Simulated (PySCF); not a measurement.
**Electron correlation in Mg (magnesium, neutral)**

[Ne] 3s1 3p1, high-spin 3P determinant (an excited configuration). Calculation: PySCF 2.14, in dyall-av3z (20s13p6d4f, 117 functions); the spin-free X2C one-electron Hamiltonian (Gaussian nucleus). Frozen: [Ne]; 2 electrons correlated; the 22 highest virtual orbitals of each spin left out.

Total MP2 correlation energy: -2.39 mhartree.

Same-spin part -2.39 and opposite-spin part 0.00 mhartree; SCS-MP2 scales them by 1/3 and 6/5 to -0.80 mhartree.
